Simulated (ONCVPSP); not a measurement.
An all-electron radial function and its pseudo partner (silver (Ag))

Columns: radius, all-electron u(r) and pseudo u(r) of the 4d shell (level -43.74 eV) of silver in the configuration [Ar] 3d10 4s2 4p6 4d8; PBE, scalar-relativistic, ONCV scheme, ONCVPSP 4.0.1.

```csv
r (bohr),all-electron,pseudo
0.075,-0.1418,0.0024
0.150,-0.4010,0.0182
0.225,-0.4910,0.0582
0.300,-0.3923,0.1278
0.375,-0.1817,0.2265
0.450,0.0680,0.3479
0.525,0.3095,0.4812
0.600,0.5185,0.6140
0.675,0.6852,0.7345
0.750,0.8086,0.8338
0.825,0.8920,0.9065
0.900,0.9413,0.9512
0.975,0.9628,0.9698
1.050,0.9625,0.9666
1.125,0.9461,0.9475
1.200,0.9178,0.9178
1.275,0.8813,0.8811
1.350,0.8393,0.8392
1.425,0.7941,0.7940
1.500,0.7471,0.7470
1.575,0.6998,0.6997
1.650,0.6528,0.6527
1.725,0.6070,0.6069
1.800,0.5627,0.5627
1.875,0.5204,0.5203
1.950,0.4801,0.4801
```

Task: How many radial nodes do the two functions have?

Result: The all-electron 4d function has n − l − 1 = 1; the pseudo-wave has 0, since the states of the same l below it are removed with the core.

Task: At about which radius was the pseudo-wave matched?

Result: 1.25 bohr, where the columns begin to agree (steps of 0.07 bohr).

Task: Where does each function peak?

Result: Outermost all-electron maximum near 0.97 bohr, pseudo maximum near 0.97 bohr (to the table’s step).

Task: Is the pseudo-wave norm-conserving?

Result: Yes: the ONCV scheme keeps the norm inside the radius equal to the all-electron one, which fixes the energy derivative of the logarithmic derivative at the level.
